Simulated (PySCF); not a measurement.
**Magnetic susceptibility: `Fc1c(C)[nH]nn1`, C₃H₄FN₃**

Molfile (atoms numbered from 1):
```
C3H4FN3
     RDKit          3D

 11 11  0  0  0  0  0  0  0  0999 V2000
   -1.4842   -0.0761   -0.1302 C   0  0  0  0  0  0  0  0  0  0  0  0
   -0.0121    0.0099   -0.0059 C   0  0  0  0  0  0  0  0  0  0  0  0
    0.8124   -1.0238    0.2971 N   0  0  0  0  0  0  0  0  0  0  0  0
    2.0819   -0.6291    0.3362 N   0  0  0  0  0  0  0  0  0  0  0  0
    2.1323    0.6192    0.0720 N   0  0  0  0  0  0  0  0  0  0  0  0
    0.8845    1.0557   -0.1438 C   0  0  0  0  0  0  0  0  0  0  0  0
    0.6012    2.3173   -0.4437 F   0  0  0  0  0  0  0  0  0  0  0  0
   -1.8814    0.9040   -0.3796 H   0  0  0  0  0  0  0  0  0  0  0  0
   -1.7634   -0.7804   -0.9133 H   0  0  0  0  0  0  0  0  0  0  0  0
   -1.9296   -0.4101    0.8064 H   0  0  0  0  0  0  0  0  0  0  0  0
    0.5637   -1.9839    0.4788 H   0  0  0  0  0  0  0  0  0  0  0  0
  1  2  1  0
  2  3  1  0
  3  4  1  0
  4  5  2  0
  5  6  1  0
  6  7  1  0
  6  2  2  0
  1  8  1  0
  1  9  1  0
  1 10  1  0
  3 11  1  0
M  END
```

Level of theory: GIAO B3LYP/pcSseg-1 magnetisability, rotational g tensor and spin-rotation constants, non-relativistic, gas phase in PySCF 2.14.0. Geometry: GFN2-xTB.

(1) What are the magnetisability and the molar susceptibility?

(2) Split it along the inertial axes a, b, c into diamagnetic and paramagnetic parts about the centre of mass, with the quadrupole moment.

(3) And the rotational g tensor?

Results:

(1) Isotropic -891 × 10⁻³⁰ J/T², or -53.7 × 10⁻⁶ cm³/mol; principal values -1310, -767, -596 × 10⁻³⁰ J/T², anisotropy 646 × 10⁻³⁰ J/T² (root of half the summed squared differences of the principal values). The susceptibility is in cgs units.

(2) 
| axis | χ (10⁻⁶ cm³/mol) | diamagnetic (10⁻⁶ cm³/mol) | paramagnetic (10⁻⁶ cm³/mol) | summed x² of all electrons (Å²) | quadrupole Θ (D Å) |
| --- | --- | --- | --- | --- | --- |
| a | -45.1 | -386.2 | 341.1 | 86.3 | -5.95 |
| b | -37.0 | -408.1 | 371.1 | 81.2 | +5.89 |
| c | -78.9 | -710.5 | 631.7 | 9.9 | +0.06 |

Anisotropies 2χaa − χbb − χcc = +25.8 and 2χbb − χaa − χcc = +49.9 × 10⁻⁶ cm³/mol. Θ is traceless in Buckingham's convention.

(3) 
| axis | rotational constant (GHz) | g | nuclear part | electronic part |
| --- | --- | --- | --- | --- |
| a | 3.6774 | -0.0379 | 0.5514 | -0.5893 |
| b | 3.5118 | -0.0610 | 0.5512 | -0.6122 |
| c | 1.8167 | +0.0071 | 0.5462 | -0.5391 |

Asymmetric top; isotopes 12C, 19F, 1H, 14N; no vibrational averaging.
